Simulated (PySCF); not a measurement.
Electron correlation in Co⁺ (cobalt, charge +1)

[Ar] 3d7 4p1, one real determinant (an excited configuration). All numbers are calculated (PySCF 2.14, no relativity, point nucleus, in aug-cc-pVTZ (8s7p5d3f2g, 93 functions)). Frozen: [Ar]; 8 electrons correlated.

```tsv
level	correlation energy (mhartree)
CCSD	-201.25
(T)	-5.33
CCSD(T)	-206.58
```

Diagnostics: T1 = 0.013, D1 = 0.0391, largest double amplitude 0.030.

The real determinant used has ⟨L²⟩ near 14 against 20 for a pure G term, so it mixes terms.

Cost of the coupled-cluster step: roughly 30 core-seconds, for 8 correlated electrons.

The reference is one real determinant that mixes LS terms of this configuration.
